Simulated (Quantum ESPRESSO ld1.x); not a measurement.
Results of a calculation; reference values are marked as such.
The aim is the molybdenum ion Mo+ in [Kr] 4d5. What will ld1.x (Quantum ESPRESSO 7.5) do with this input?

```
 &input
    zed=42.0,
    iswitch=1,
    rel=1,
    lsd=1,
    dft='PW',
    config='[Kr] 4d5 5s4',
    prefix='ld1',
    max_out_wfc=37,
    file_charge='ld1.rho',
 /
```

Answer. Refused. The program stops in el_config with "wrong occupancy:4": an s shell holds at most 2 electrons.

Output (excerpt):

```
     Program LD1 v.7.5 starts

 %%%%%%%%%%%%%%%%%%%%%%%%%%%%%%%%%%%%%%%%%%%%%%%%%%%%%%%%%%%%%%%%%%%%%%%%%%%%%%
     Error in routine el_config (10):
     wrong occupancy:4
 %%%%%%%%%%%%%%%%%%%%%%%%%%%%%%%%%%%%%%%%%%%%%%%%%%%%%%%%%%%%%%%%%%%%%%%%%%%%%%

     stopping ...
```

Run on one thread of a shared host, so times are rough (Intel(R) Xeon(R) Processor @ 2.60GHz): 0.46 s of CPU time, 0.49 s wall.
